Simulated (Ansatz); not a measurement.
Cost and result up the ladder for Cu₄H₅ (9 atoms). The state is a doublet with charge 0. Geometry: r2SCAN-D4/def2-SVP.

```xyz
9

Cu    0.6560    0.4495   -1.1886
Cu   -1.3930    0.1347   -0.0194
Cu    0.4740   -0.5254    1.1912
Cu    2.4665   -0.2294    0.0284
H    -2.5302    0.6621   -1.0804
H     2.1084   -0.8009    1.4834
H    -1.1320   -0.4977    1.4647
H     2.3586    0.3793   -1.4464
H    -3.0082    0.4279   -0.4329
```

Ansatz on 4 threads of Arm Neoverse V1 on a shared host. Times are rough, and most runs start from the orbitals of an earlier one. PBE0-D4/def2-TZVP serves as the yardstick here, not as an exact answer. Differences are given only for rows in sets of like size (and for xTB, whose basis is part of the method), since another set adds its own error. Binding counts from free atoms at the same level (Cu doublet, H doublet; other spins of the atoms weren't run), without zero-point energy or a counterpoise term.

LC-ωPBE has ω = 0.4 bohr⁻¹. Correlated methods freeze 36 core orbitals. The rows differ in basis, and correlated rows in double-zeta sets carry the largest basis error. In the doublet, H5 and H9 lie 0.84 Å apart (atoms count from 1), so H2 has formed as a molecule. No other spin state of charge 0 was run. Another isomer (doublet) lies 0.33 eV lower at PBE0-D4/def2-TZVP; other spin states weren't run for this one.

Correlated methods converge slowly with the basis, most of all in double-zeta sets.

```tsv
level	functions	binding energy per atom (eV)	difference from PBE0-D4/def2-TZVP (eV)
PBE0-D4/def2-SVP	149	2.17	–
PBE0-D4/def2-TZVP	210	2.01	0.00
CCSD(T)/def2-SVP	149	2.03	–
PBE-D4/def2-TZVP (with forces)	210	2.13	0.12
MP2/def2-TZVP	210	1.97	-0.04
LDA (SPW92)/def2-TZVP	210	2.53	0.52
r2SCAN-D4/def2-TZVP	210	2.22	0.21
LC-ωPBE/def2-TZVP	210	2.08	0.07
PBE-D4/def2-SVP	149	2.36	–
```

(1) Estimate how long each takes.

## Answers

(1) LDA (SPW92)/def2-TZVP 4.1 s; PBE-D4/def2-SVP 6 s; PBE0-D4/def2-SVP 9.5 s; PBE-D4/def2-TZVP (with forces) 10 s; LC-ωPBE/def2-TZVP 12 s; MP2/def2-TZVP 14 s; PBE0-D4/def2-TZVP 15 s; r2SCAN-D4/def2-TZVP 22 s; CCSD(T)/def2-SVP 2.5 min. On shared hardware such times vary by a factor of up to 3.
